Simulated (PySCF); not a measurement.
Compound: C4H10BF2NSi.
Cartesian coordinates in Å at the PBE0-D3(BJ)/def2-SVP level; atoms count from 1:
```xyz
19
C4H10BF2NSi angstrom
F      2.744    2.286    1.229
B      3.190    1.212    0.601
F      4.502    1.118    0.477
Si     2.000   -0.253   -0.153
N      0.333    0.070    0.168
C     -0.214    1.243    0.845
C     -1.670    0.868    1.103
C     -2.005   -0.019   -0.090
C     -0.727   -0.832   -0.266
H      2.452   -1.561    0.435
H      2.285   -0.373   -1.625
H     -0.157    2.150    0.211
H      0.325    1.474    1.777
H     -1.749    0.288    2.037
H     -2.324    1.747    1.198
H     -2.180    0.603   -0.984
H     -2.895   -0.647    0.060
H     -0.760   -1.751    0.355
H     -0.585   -1.161   -1.311
```

Computed, not measured: PySCF 2.14.0, density-fitted response routines, TDDFT CAM-B3LYP/def2-SVPD, vertical, gas phase, core orbitals frozen in the response.

Kohn–Sham orbitals with the atoms that hold most of them (Löwdin shares over 4%, at most four atoms; ? is withheld):

```tsv
orbital	ε (eV)	atoms
LUMO+2	1.33	B2 26%, Si4 11%, F3 10%, C8 6%
LUMO+1	0.95	B2 34%, Si4 18%, C6 5%, F1 4%
LUMO	?	?
HOMO	-7.63	?
HOMO-1	-10.21	Si4 30%, B2 25%, F1 10%, F3 10%
HOMO-2	-10.78	C8 20%, C7 19%, H16 12%, H14 11%
HOMO-3	-11.04	Si4 35%, H10 22%, H11 18%, N5 4%
```

**Question.** Which atoms hold the LUMO, and with what shares?

**Answer.** B2 (bonded to 2 F and Si) 38%; Si4 (bonded to B, N and 2 H) 24%; F1 (bonded to B) 14%; F3 (bonded to B) 13%. By element: boron 38%, fluorine 27%, silicon 24%.

**Question.** Give the leading atoms of the HOMO.

**Answer.** N5 (bonded to 2 C and Si) 52%; C6 (bonded to C, N and 2 H) 9%; C9 (bonded to C, N and 2 H) 9%; Si4 (bonded to B, N and 2 H) 7%. By element: nitrogen 52%, carbon 18% or more, silicon 7%.

**Question.** What is the LUMO energy, and the HOMO–LUMO gap?

**Answer.** ε(LUMO) = 0.18 eV; the gap is 7.80 eV (0.2868 hartree).

**Question.** How does S1 compare with the orbital gap of 7.80 eV?

**Answer.** S1 is at 4.88 eV (f = 0.016), 2.93 eV below the gap, made of HOMO→LUMO (99%). Without the coupling terms of the response equations the lowest excitation would equal the gap.

**Question.** One configuration dominates each of S1 and S4. Which, and how do the shares of the two leading atoms of either orbital change from the occupied to the empty one?

**Answer.** 
- S1 (4.88 eV, f 0.016), HOMO→LUMO (99%): N5 52% → at most 12%, C6 9% → at most 12%, B2 at most 8% → 38%, Si4 7% → 24%
- S4 (6.65 eV, f 0.038), HOMO-1→LUMO (78%): Si4 30% → 24%, B2 25% → 38%

One conformer stands for the species.
